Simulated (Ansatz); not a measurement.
Input file for C2H7BFN (`BCC(N)F`):

```yaml
crystal:
  periodic: [false, false, false]
  atoms:
    - {symbol: B, position_ang: [-0.408028, 1.754828, 0.702988]}
    - {symbol: C, position_ang: [-0.629777, 0.291272, 0.233918]}
    - {symbol: C, position_ang: [0.603270, -0.480512, -0.164908]}
    - {symbol: N, position_ang: [0.328777, -1.822245, -0.493282]}
    - {symbol: F, position_ang: [1.183885, 0.217458, -1.255307]}
    - {symbol: H, position_ang: [-1.332829, 2.512632, 0.757478]}
    - {symbol: H, position_ang: [0.665429, 2.124829, 1.082288]}
    - {symbol: H, position_ang: [-1.089097, -0.205788, 1.105789]}
    - {symbol: H, position_ang: [-1.388940, 0.219672, -0.554748]}
    - {symbol: H, position_ang: [1.364583, -0.450246, 0.620075]}
    - {symbol: H, position_ang: [1.158025, -2.320246, -0.786953]}
    - {symbol: H, position_ang: [-0.378498, -1.896956, -1.213138]}
basis:
  gaussian: {orbitals: def2-TZVPP}
correlation: {method: ccsd_t}
```

```sh
$ ansatz run in.yaml --threads 4 --pin off --events-out ev --progress --plain --max-ram 10444MiB
```

The program prints (abridged):

```
Functional definition: HF
1508 factors; integrals over basis functions are off by at most 1.1e-3 eV
mean field evaluation 1: about -7029.4350 eV, gradient 4.0e1 eV
mean field evaluation 2: about -7029.6282 eV, gradient 4.0e1 eV
mean field evaluation 4: about -7033.4251 eV, gradient 4.0e0 eV
mean field evaluation 8: about -7033.4818 eV, gradient 2.7e-1 eV
mean field -7033.48216137 eV, -258.4757019650 hartree, gradient 2.7e-6 eV, S^2 0.000000; 0 other end points of the search recorded, 0 dependent functions left out
5 core orbitals not correlated: weight in the atoms' cores, before any rotation towards them, 1.000 or more for the frozen orbitals, at most 0.000 for the correlated occupied ones
reference -7033.48216137 eV, -258.4757019650 hartree; 15, 15 occupied and 233, 233 virtual orbitals, 1508 factors
second order -24.65567089 eV of doubles, -0.00000000 eV of singles
cycle   1  -25.10288281 eV  change   -4.5e-1 eV  update   9.8e-2
cycle   2  -25.65783178 eV  change   -5.5e-1 eV  update   2.8e-2
cycle   3  -25.77832450 eV  change   -1.2e-1 eV  update   1.4e-2
cycle   4  -25.76974394 eV  change    8.6e-3 eV  update   3.1e-3
cycle   5  -25.76810258 eV  change    1.6e-3 eV  update   1.3e-3
cycle   6  -25.76858647 eV  change   -4.8e-4 eV  update   4.6e-4
cycle   7  -25.76838100 eV  change    2.1e-4 eV  update   1.7e-4
cycle   8  -25.76827838 eV  change    1.0e-4 eV  update   5.7e-5
cycle   9  -25.76828421 eV  change   -5.8e-6 eV  update   2.3e-5
perturbative correction -0.91865119 eV, -0.0337598085 hartree
Total energy: -7060.16909677 eV, -259.4564287520 hartree
```

It took 2.8 min on 4 threads of an Arm Neoverse V1 on a shared host, with 6 GiB of host memory at the peak.

The correlation energy is -26.687 eV, 3.4 % of it from (T); the T1 diagnostic reads 0.0108.
